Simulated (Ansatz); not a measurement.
## Calibrating HF/def2-SVP on S-containing molecules

The atomisation enthalpy at 298 K in kJ/mol of 6 S-containing molecules: x at HF/def2-SVP, y from tabulated heats of molecules and atoms (CRC Handbook of Chemistry and Physics, NIST-JANAF tables). Shapes, held fixed at every level: PBE0-D4/def2-TZVP. Flexible molecules stand in one conformer, not always the lowest. Computed values hold a harmonic thermal term (PBE0-D4/def2-TZVP) and the atoms' spin-orbit lowering. Programs: Ansatz 0.2.0.

| molecule | x (kJ/mol) | y (kJ/mol) |
| --- | --- | --- |
| SOF2 (thionyl fluoride) | 456 | 1229 |
| CS2 (carbon disulfide) | 665 | ? |
| S8 (cyclooctasulfur) | 703 | 2115 |
| SF6 (sulfur hexafluoride) | 762 | 1974 |
| OCS (carbonyl sulfide) | 849 | 1381 |
| CH4S (methanethiol) | 1367 | 1889 |

Q: Fit y = c + s·x to the known rows and predict y for CS2.

A: 
1. Means of the 5 rows: x = 827.40, y = 1717.6.
2. Σ(Δx)² = 449325, Σ(Δx·Δy) = 200478, so the slope is 200478/449325 = 0.44618.
3. Intercept: 1717.6 − (0.44618) × 827.40 = 1348.4. The largest residual of the fit is 453.
4. CS2: 1348.4 + 0.44618 × 665 = 1645 kJ/mol.

The tabulated heats give 1154 kJ/mol, so the prediction is off by +491 kJ/mol, about the largest residual. Uncorrected, HF/def2-SVP misses it by -489 kJ/mol, and the other rows by 890 on average. The line doesn't help this one. Left out in turn, the other rows are missed by 499 kJ/mol on average. The tabulated value of SOF2 is in doubt (older tables, estimates, or at odds with other calculations) and kept here.
